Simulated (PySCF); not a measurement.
Ligand exchange on a metal centre used in film growth or etching (Zn Cl-CH3). Gas-phase values, no solvent. One relaxed conformer stands for each flexible species; it need not be the lowest.

The charge on the central atom (meta-Löwdin) from two functionals at the same geometries (TPSS-D3(BJ)/def2-SVP), both in PySCF: PBE-D3(BJ)/def2-TZVP and B3LYP-D3(BJ)/def2-TZVP. B3LYP has the VWN-RPA correlation part, as in Gaussian. 

```
species                                    PBE-D3(BJ)/def2-TZVP (e)  B3LYP-D3(BJ)/def2-TZVP (e)
-----------------------------------------  ------------------------  --------------------------
0 of 2 Cl replaced by CH3                                      1.19                        1.23
1 of 2 Cl replaced by CH3 ([Zn(Cl)(CH3)])                      1.07                        1.10
2 of 2 Cl replaced by CH3 ([Zn(CH3)2])                         1.01                        1.04
```

Over these rows, drawn at random from the members with no instability flagged (it was tested for open shells, ions and some series alone), PBE minus B3LYP-D3(BJ): mean -0.03 e, from -0.04 e to -0.03 e.
